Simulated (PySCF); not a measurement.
Fe²⁺ (iron, charge +2): UHF calculation

Configuration: [Ar] 3d6, high-spin 5D determinant. Calculation: PySCF 2.14, in aug-cc-pVDZ-DK; scalar relativity by spin-free X2C-1e.

| Property | Result |
| --- | --- |
| Total energy | -1270.545053 hartree |
| One-electron energy | -1738.8802 hartree |
| Hartree (Coulomb) energy | 523.0313 hartree |
| Exchange energy | -54.6961 hartree |
| ⟨S²⟩ | 6.0036 |
| ⟨L²⟩ | 6.014 |
| Sum of ⟨r⟩ | 15.18 bohr |
| Sum of ⟨r²⟩ | 15.88 bohr² |
| Traceless quadrupole moment −½Σ⟨3z² − r²⟩ along its main axis | 0.466 e·bohr² |
| Langevin diamagnetic susceptibility | -12.6 ×10⁻⁶ cm³/mol |
| Time after the integrals | 0.34 s of wall time on 1 thread of Neoverse-V1 (shared host) |

```tsv
shell	electrons	mean orbital energy (hartree)	spread (hartree)	rms radius, mean of both spins (bohr)
1s α	1	-264.34435	0	0.0675
1s β	1	-264.34194	0	0.0675
2s α	1	-33.15696	0	0.288
2s β	1	-33.03398	0	0.288
2p α	3	-28.22831	0.03503	0.260
2p β	3	-28.10508	0.00094	0.260
3s α	1	-5.09532	0	0.872
3s β	1	-4.74163	0	0.872
3p α	3	-3.64797	0.07652	0.935
3p β	3	-3.22076	0.05143	0.935
3d α	5	-1.34895	0.08877	1.19
3d β	1	-1.14457	0	1.19
```

Densities and radii are taken from the X2C orbitals without a picture-change correction, which distorts them close to the nucleus.
